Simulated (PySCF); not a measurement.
CI₃, SMILES I[C+](I)I, charge +1.

The structure is a stationary point at PBE-D3(BJ)/def2-SVP. The def2 effective core potentials stand for the cores of I; spin–orbit coupling is left out.

Calculation: PBE-D3(BJ)/def2-SVP run with PySCF.

Frequencies are harmonic and unscaled.

Modes within 1.5 cm⁻¹ of each other (mostly degenerate sets) share a row, with their intensities summed.

```
mode  ν (cm⁻¹)  IR (km/mol)  moving atoms (share of kinetic energy)
----  --------  -----------  --------------------------------------
1–2        120          0.0                                  I 98 %
3          214          0.0                                 I 100 %
4          350         13.0                                  C 97 %
5–6        731        326.3                                  C 95 %
```
